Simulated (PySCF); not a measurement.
B(OMe)2(OSiH3), SMILES O(C)B(OC)O[SiH3] (C2H9BO3Si), singlet, GFN2-xTB optimised geometry. Atoms within 1.6 Å of the plane z = 1.0 Å (x, y, z in Å): B1 (-1.78, -1.44, 2.16), O7 (-3.03, -1.34, 1.65), C8 (-4.16, -1.80, 2.36), H10 (-5.04, -1.57, 1.75), H11 (-4.10, -2.87, 2.54), O12 (-0.74, -0.99, 1.43), Si13 (-0.45, -0.28, 0.00), H14 (1.01, -0.28, 0.00), H15 (-1.01, 1.07, 0.00).

Computed with B3LYP/def2-TZVP in PySCF.

Map of the HOMO amplitude (bohr^(-3/2)) on the plane z = 1.0 Å; orbital energy -7.95 eV, overall sign arbitrary:

```
|###############################|
|###############################|
|###############################|
|###############################|
|###############################|
|###############################|
|###############################|
|###############################|
|###############################|
|###############################|
|###############################|
|#%%%%%#########################|
|%%%%%%%########################|
|%%%%%%%%#######################|
|%%%%%%%%#######################|
|%%@%%%%%%######################|
|@@@@@%%%%######################|
|@@@@@%%%#######################|
|@@@@@%%%#######################|
|%@%%%######%%%%%###############|
|#*++***###%%@@%%%##############|
|=-.:-+**##%%@@%%%##############|
|-.  :=+*##%%%%%%%##############|
|-. .:=+**##%%%%%%##############|
|=-::-=+**##%%%%%%##############|
|+====+**####%%%################|
|*++++***#######################|
|*******########################|
|###############################|
|###############################|
|###############################|
```
Scale: ten equal steps from -0.129 (start of ' ') to 0.036 (end of '@'), in the order ' .:-=+*#%@'; x runs from -3.50 to 3.50, y from -3.50 (bottom) to 3.50 (top).
